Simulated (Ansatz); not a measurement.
Consider the hydrogenolysis of a C–C bond: `CCC1=C[SiH2]1` + H₂ → `C1=C[SiH2]1` + `CC`.

Calculated with Ansatz (gas phase, PBE0-D4/def2-TZVP geometries, no zero-point term in ΔE). CBS: MP2 limit from def2 TZ/QZ plus the TZ coupled-cluster correction, frozen cores. This one scheme is used for every species. DFT in def2-TZVPP. B3LYP here is the variant with VWN-RPA as its local correlation; programs differ in this. Each species was taken in one conformer, which may not be the lowest.

`CCC1=C[SiH2]1`:

```xyz
13

C    -1.866    0.493   -0.105
C    -0.585    0.260   -0.887
C     0.566   -0.140   -0.043
C     0.808   -0.357    1.250
Si    2.289   -0.624    0.256
H    -2.683    0.786   -0.767
H    -2.170   -0.412    0.427
H    -1.734    1.284    0.637
H    -0.303    1.161   -1.445
H    -0.733   -0.511   -1.652
H     0.229   -0.315    2.165
H     3.398    0.362    0.221
H     2.785   -1.988   -0.058
```

H₂:

Cartesian coordinates in Å:
```
H -0.369 0.046 -0.034
H 0.369 -0.046 0.034
```

`C1=C[SiH2]1`:

```xyz
7

C    -0.712    0.242    0.656
C     0.287   -0.635    0.714
Si    0.268    0.247   -0.863
H    -1.510    0.555    1.317
H     0.655   -1.346    1.443
H    -0.223   -0.395   -2.106
H     1.235    1.330   -1.160
```

`CC`:

Cartesian coordinates in Å:
```
C 0.703 -0.028 -0.285
C -0.703 0.028 0.285
H 0.690 -0.230 -1.359
H 1.233 0.915 -0.135
H 1.294 -0.816 0.189
H -0.690 0.230 1.359
H -1.233 -0.915 0.135
H -1.294 0.816 -0.188
```

Task: Is it downhill or uphill in electronic energy at CCSD(T)/CBS, and by how much? (An estimate is asked.)

Result: Ansatz gave: Downhill: ΔE = -38.1 kJ/mol.

Task: What do these levels give: PBE-D4, PBE0-D4, B3LYP-D4, ωB97X-V, ωB97M-V, B2PLYP, r2SCAN, SCS-MP2/def2-TZVPP, CCSD/def2-TZVPP, SCS-MP2/def2-QZVPP, MP2/CBS(def2), CCSD/CBS(def2)? (Estimate.)

Result: Ansatz gave: PBE-D4 -32.5, PBE0-D4 -36.5, B3LYP-D4 -38.6, ωB97X-V -40.1, ωB97M-V -40.5, B2PLYP -44.9, r2SCAN -38.4, SCS-MP2/def2-TZVPP -38.7, CCSD/def2-TZVPP -44.8, SCS-MP2/def2-QZVPP -38.0, MP2/CBS(def2) -30.5, CCSD/CBS(def2) -43.4 kJ/mol.

Largest T1 diagnostic among the species: 0.013.

From PBE to PBE0 (25 % exact exchange), in def2-TZVPP and without D4, ΔE moves by −3.1 kJ/mol. In def2-TZVPP, CCSD(T) changes the Hartree–Fock value by +23.7 kJ/mol (the triples alone add +5.3 kJ/mol) and MP2 by +31.3 kJ/mol. The D4 term adds +12.6 kJ/mol with B3LYP and +7.2 kJ/mol with PBE0; it sums over pairs of atoms, weighted by their polarisabilities, and B3LYP, whose exchange is more repulsive, gets the larger term.
